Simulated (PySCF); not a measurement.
Electron correlation in Os⁻ (osmium, charge -1)

[Xe] 4f14 5d7 6s2, high-spin 4F determinant. All numbers are calculated (PySCF 2.14, a scalar-relativistic core potential, in def2-TZVPPD with the def2 core potential (60 electrons) (6s5p3d2f1g, 59 functions)). Frozen: 5s2 5p6; 9 electrons correlated.

```csv
level,correlation energy (mhartree)
CCSD,-229.64
(T),-12.56
CCSD(T),-242.20
```

Diagnostics: T1 = 0.023, D1 = 0.0835, largest double amplitude 0.077.

Spin-orbit coupling, absent here, splits the open shell strongly.

Cost of the coupled-cluster step: about 12 core-seconds, for 9 correlated electrons.
